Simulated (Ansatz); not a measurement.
A run for Ansatz (a quantum-chemistry and plane-wave program): R-CCSD(T)/cc-pV(T+d)Z on SiH4 (SMILES [SiH4]). The basis file is the Basis Set Exchange's JSON of that set.

Ansatz 0.2 input:
```yaml
crystal:
  periodic: [false, false, false]
  atoms:
    - {symbol: Si, position_ang: [0.00000000, -0.00000000, -0.00000000]}
    - {symbol: H, position_ang: [0.85467615, 0.85467615, 0.85467615]}
    - {symbol: H, position_ang: [-0.85467615, -0.85467615, 0.85467615]}
    - {symbol: H, position_ang: [-0.85467615, 0.85467615, -0.85467615]}
    - {symbol: H, position_ang: [0.85467615, -0.85467615, -0.85467615]}
basis:
  gaussian:
    orbitals: cc-pV_T+d_Z.json
magnetization: {spin_polarized: false}
correlation: {method: ccsd_t, electrons: outside_noble_gas}
scf: {lower_state_search: off}
```

Question: Predict the final total energy.

Answer: -291.4401 hartree (reference determinant -291.2636, T1 diagnostic 0.011).
